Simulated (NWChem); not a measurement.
System: SnBrCl, singlet; SMILES [Cl][Sn][Br]

Program: NWChem. Low-valent species are run as closed-shell singlets; no triplet was tried in these runs. Structure relaxed at the PBE0/def2-SVP (def2 core potentials past Kr) level.

Question: What does the run give for Hartree-Fock/3-21G, non-relativistic? Quantities: highest occupied level (eV); orbital gap (eV); dipole (D).

Answer: 
| Quantity | Value |
|---|---|
| highest occupied level (eV) | -9.87 |
| orbital gap (eV) | 8.99 |
| dipole (D) | 4.33 |
